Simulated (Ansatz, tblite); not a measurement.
Cost and result up the ladder for ZnMe(NH2) (CH5NZn) (8 atoms). The state is a singlet with charge 0. Geometry: r2SCAN-D4/def2-TZVP.

```
atom   x (Å)   y (Å)   z (Å)
 Zn1  -0.236  -0.183  -0.021
  C2   1.252   1.026  -0.004
  H3   1.794   0.979   0.943
  H4   0.914   2.055  -0.151
  H5   1.952   0.787  -0.808
  N6  -1.683  -1.272  -0.172
  H7  -2.462  -1.124   0.457
  H8  -1.531  -2.269  -0.244
```

Ansatz on 4 threads of Intel Xeon on a shared host; xTB runs through tblite on one thread. Times are rough, summed over both states, and most runs start from the orbitals of an earlier one. PBE0-D4/def2-TZVP serves as the yardstick here, not as an exact answer. The other state is a triplet.

The xTB rows come from tblite.

xTB has no spin-polarisation term.

```
                          level  functions  wall time  vertical triplet (eV)  difference from PBE0-D4/def2-TZVP (eV)
                       GFN1-xTB         22    0.014 s                   5.03                                    0.20
                       GFN2-xTB         17    0.016 s                   5.42                                    0.59
               PBE-D4/def2-TZVP        140      5.9 s                   4.78                                   -0.05
            r2SCAN-D4/def2-TZVP        140      9.4 s                   4.74                                   -0.09
PBE0-D4/def2-TZVP (with forces)        140       10 s                   4.83                                    0.00
```
